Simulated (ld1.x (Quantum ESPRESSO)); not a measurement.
## tantalum (Ta): one change to a PAW potential, before and after

ld1.x (Quantum ESPRESSO) 7.5 input, shortened:

```
&input
   title='Ta', zed=73., rel=1, dft='PBESOL', iswitch=3,
   config='[Xe] 4f14 5d3 6s1.5 6p0'
 /
 &inputp
   pseudotype=3, lpaw=.true., tm=.true., lloc=-1, rcloc=3.20,
   nlcc=.true., new_core_ps=.true., rcore=1.60,
   which_augfun='BESSEL', rmatch_augfun=1.75
 /
6
6S  1  0   1.50   0.00  2.15  2.90  0.0
6S  1  0   0.00   0.55  2.15  2.90  0.0
6P  2  1   0.00   0.00  3.10  3.70  0.0
6P  2  1   0.00   0.65  3.10  3.70  0.0
5D  3  2   3.00   0.00  2.20  2.90  0.0
5D  3  2   0.00  -0.15  2.20  2.90  0.0
 &test
   configts(1)='5d3 6s1.5 6p0'
 /
```

Change: all radii but the core radius scaled by about 0.96 (s 2.78, p 3.56, d 2.78 bohr, rcut 2.06/2.98/2.12); local potential all-electron potential smoothed inside 3.08 bohr (lloc = -1); augmentation BESSEL, radius 1.68 bohr.

Cutoffs: the cutoffs (Ry, on a coarse ladder) from which the occupation-weighted sum of valence levels, in a spherical-Bessel basis at the reference potential, stays within 10 and 1 mRy of its value at 400 Ry; they do not see the model core or the augmentation charge, which bear on the density cutoff. Errors are all-electron minus pseudo energies relative to the spin-unpolarised reference configuration.

Question: What does the change do?

Answer: The potential gets harder (10 Ry and 15 Ry → 12 Ry and 15 Ry); the errors of the 7 common tests hardly move; neither file shows a bound ghost. A smaller radius makes the pseudo-wave follow the all-electron one further in, where it bends more sharply, so more plane waves are needed.

```csv
quantity,base,changed
"cutoff, loose",10 Ry,12 Ry
"cutoff, tight",15 Ry,15 Ry
bound ghosts,none,none
"error for 5d3 6s2 6p0, meV [ΔE -3.48 eV]",+1.2,+1.2
"error for 5d3 6s1 6p0, meV [ΔE 5.03 eV]",-2.1,-2.1
"error for 5d3 6s0 6p0, meV [ΔE 20.00 eV]",-18,-18
"error for 5d3 6s0 6p2, meV [ΔE 5.19 eV]",-5.3,-5.5
"error for 5d4 6s1 6p0, meV [ΔE -1.38 eV]",-22,-22
"error for 5d1 6s0 6p0, meV [ΔE 78.65 eV]",-1026,-1022
"error for 5d2 6s2 6p0, meV [ΔE 4.25 eV]",-40,-42
lowest overlap eigenvalue by channel,"s 0.41, p 0.54, d 1.00","s 0.42, p 0.54, d 1.00"
```
